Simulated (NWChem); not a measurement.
Molecule: GeIF, singlet; SMILES [F][Ge][I]

```xyz
3

Ge    -0.4062     1.3670     0.0000
F      1.2421     1.9569     0.0000
I      0.0343    -1.1577     0.0000
```
Atoms are numbered in this order, from 1.

Low-valent species are run as closed-shell singlets; no triplet was tried in these runs. All runs use the structure optimised with PBE0/def2-SVP. No frequency run checked for a minimum. def2 effective core potentials on I; no spin-orbit coupling.

Symmetry labels are those of Cs in the frame above (b1 and b2, or b-type labels, depend on it).

### Question
List the 4 lowest vertical singlet excitations from PBE0/def2-SVPD with def2 effective core potentials on I, TDA (NWChem).

### Answer
| state | energy (eV) | oscillator strength | symmetry | leading excitation (squared amplitude) |
|---|---|---|---|---|
| S1 | 3.41 | 0.003 | a" | HOMO → LUMO (0.93) |
| S2 | 3.81 | 0.015 | a" | HOMO−1 → LUMO (0.92) |
| S3 | 4.19 | 0.031 | a' | HOMO−2 → LUMO (0.89) |
| S4 | 5.59 | 0.019 | a' | HOMO → LUMO+1 (0.74) |
